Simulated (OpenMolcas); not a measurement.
# Ions of charge +2 along the 3d row with 4 fluoride ligands in tetrahedral coordination

| Quantity | Value |
| --- | --- |
| Program | OpenMolcas 26.06 |
| Method | SS-CASPT2, IPEA 0.25 Eh, imaginary shift 0.1 Eh |
| Spin-orbit coupling | RASSI with atomic mean-field integrals over the reference wave functions |

The d shell is active; CASPT2 correlates the ligand valence shells and the outer metal core. Anionic complexes are neutralised by point charges behind the ligands. Distances were set from a Shannon-type radius of the metal (high-spin where two are listed) plus a fixed donor radius (F 1.31 Å). Ligand basis ANO-RCC-VDZP, DKH2 Hamiltonian. States (labels of Td). Energies in cm-1 above the lowest state or level, χT in cm3 K/mol; under a threefold ground state the first gap can be a small split of the lowest multiplet, not the spin-orbit step; 10Dq is the gap between the two states; 10Dq is negative for this site. Spin-only χT is S(S+1) / 2 for the spin of the ground state.

| Ion | Shell | R (Å) | Metal basis | Outer charge (e at Å behind ligand) | Ground state | First state of that spin | 10Dq | First gap with spin-orbit (degeneracies) | χT at 300 K | First state of another spin | Spin-only χT |
| --- | --- | --- | --- | --- | --- | --- | --- | --- | --- | --- | --- |
| Ti2+ | 3d2 | 2.04 | ANO-RCC-VTZP | 0.5 at 2.4 | 3A2 | 3T2 3470 |  | 3430 (3, 1) | 1.031 | 1E 8570 | 1.000 |
| V2+ | 3d3 | 1.97 | ANO-RCC-VTZP | 0.5 at 2.4 | 4T1 | 4T2 3030 |  | 18 (4, 2) | 1.691 | 2E 9860 | 1.875 |
| Mn2+ | 3d5 | 1.97 | ANO-RCC-VTZP | 0.5 at 2.6 | 6A1 |  |  | 24460 (6, 2) | 4.386 | 4T1 24490 | 4.375 |
| Cu2+ | 3d9 | 1.88 | ANO-RCC-VTZP | 0.5 at 2.6 | 2T2 | 2E 4210 | -4214 | 950 (2, 4) | 0.758 |  | 0.375 |

The rows also differ in their outer charges, so part of each step comes from that.

Every ion keeps the highest spin of its shell. χT departs most from the spin-only value for Cu2+, by +0.383 cm3 K/mol.

Roots that are degenerate in the reference are averaged as groups; the widest CASPT2 spread within a group is 750 cm-1 (the 3-fold group of multiplicity 1 near 11400 cm-1 above the lowest state of its run, Ti2+). Shifts and gaps below about the spread of the groups concerned are not significant. Over all roots computed the reference weight is 0.75 to 0.78 in Ti2+; a low but even weight reflects the number of correlated electrons. Ligand-to-metal charge-transfer states are missing. With one d shell and no ligand orbital active, 10Dq can be off by tens of per cent for divalent 3d ions, low with halides held by bare charges and at times high in hosts. Free-ion shares, where given, are those of the reference states; single-state CASPT2 does not remix them. These CASPT2 states fit no ligand-field parameters well, so their order and spin gaps are uncertain (holds for Ti2+; V2+; Mn2+). With no ligand orbital active B as a rule stays too high, so bands that hang on it stand too high and its fall with covalency is understated (holds for Ti2+; V2+; Mn2+). An orbital triplet at a regular site is open to Jahn-Teller coupling, which can distort the site and quench the lowest spin-orbit gaps and is left out (holds for V2+; Cu2+). A single d shell leaves out the double-shell effect, which counts most for late 3d ions, where the CASPT2 field can be off either way by tens of per cent (holds for Cu2+). No measured value stands beside these numbers; the geometry was imposed, not optimised, and the real ion may take another.
